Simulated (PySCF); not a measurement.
A calculated (M06-2X, PySCF 2.14, x2c-SVPall, scalar relativity by spin-free X2C-1e) atom or ion has these occupied shells.

```tsv
shell	electrons	orbital energy (eV)	rms radius, mean of both spins (bohr)
1s α	1	-1838.4	0.129
1s β	1	-1838.3	0.129
2s α	1	-162.36	0.616
2s β	1	-162.27	0.616
2p α	3	-115.61	0.601
2p β	3	-115.40	0.601
3s α	1	-21.755	2.23
3s β	1	-20.660	2.23
3p α	1	-14.009	2.67
```

(1) Name the element and its charge.

Answers

(1) Si⁺ (silicon, charge +1), in [Ne] 3s2 3p1, 2P determinant.
